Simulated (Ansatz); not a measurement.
ZrOF, SMILES [O]=[Zr][F] (connectivity only; charge and spin as stated), neutral, multiplicity 2.

Coordinates come from a r2SCAN-D4/def2-TZVP optimisation. The multiplicity is an assumed one; other spin states were not compared. The def2 effective core potentials stand for the cores of Zr; spin–orbit coupling is left out.

Two levels are set side by side: PBE/def2-TZVPD (Ansatz, a quantum-chemistry and plane-wave program) and CAM-B3LYP/def2-TZVPD (Ansatz). Energy differences of separate SCF runs at the same geometry; the states with an electron removed or added have multiplicity 1 and 1. Differences are taken from unrounded values.

```
quantity                         CAM-B3LYP   PBE  PBE minus CAM-B3LYP
-------------------------------  ---------  ----  -------------------
vertical ionisation energy (eV)       7.49  7.28                -0.21
vertical electron affinity (eV)       1.42  1.31                -0.11
```
